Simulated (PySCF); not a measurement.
**Bond length, frequency and bond energy of BeSi⁺ by level of theory**

State: ²Π (doublet), unpaired electrons π ↑. Set-up: Be def2-SVPD, Si def2-SVPD; no relativity (PySCF 2.14). De refers to Be + Si⁺ in their high-spin ground configurations, without counterpoise correction. The functionals are run spin-unrestricted. A positive dipole points towards Si; it is taken about the centre of mass and depends on that origin. Levels whose curve was spin-contaminated or gave no clean fit are not listed.

```
      Level  Re (Å)  ωe (cm⁻¹)  De (eV)  μ (D)
        UHF   2.389        363     1.39  -5.54
   UHF-CCSD   2.392        375     1.39    n/a
UHF-CCSD(T)   2.382        386     1.48    n/a
        LDA   2.279        485     2.63  -4.46
        PBE   2.304        459     2.34  -4.39
       BLYP   2.313        441     2.10  -4.28
     r²SCAN   2.300        438     2.37  -4.82
       PBE0   2.297        453     2.21  -4.79
      B97-3   2.295        449     2.11  -4.86
  CAM-B3LYP   2.290        437     1.92  -4.93
```

**Question.** Which functional lies closest to UHF-CCSD(T) in De, which farthest, and by how much do they differ from it?

**Answer.** Closest is CAM-B3LYP (-9.2 pm in Re, +13.2 % in ωe, +0.44 eV in De against UHF-CCSD(T) in the same basis), farthest LDA (-10.3 pm in Re, +25.6 % in ωe, +1.15 eV in De). CCSD(T) converges more slowly with the basis than the functionals do and binds too weakly in this one, so the order can change at the basis-set limit.

**Question.** What does a quarter of exact exchange do here, going from PBE to PBE0?

**Answer.** PBE0 less PBE: -0.7 pm in Re, -1.3 % in ωe, -0.13 eV in De. Exact exchange removes part of the self-interaction that spreads semilocal densities, and in most molecules shortens and stiffens the bond and lowers De; here ωe goes the other way.

**Question.** What does the gradient correction do here, going from LDA to PBE?

**Answer.** PBE less LDA: +2.5 pm in Re, -5.4 % in ωe, -0.29 eV in De. The gradient correction favours the more uneven density of free atoms, so it tends to lengthen bonds and takes away much of the overbinding of LDA; so it does here.

Correlated steps freeze 5 core orbitals. Correlated levels converge slowly with the basis: in double zeta they bind strong bonds too weakly, by up to about 1 eV, and carry superposition errors of some tenths. For an ion De counts to the pair picked by the measured ionisation energies or electron affinities, which need not be the lowest pair at this level. The state was picked by a PBE0 search and need not be the measured ground state.
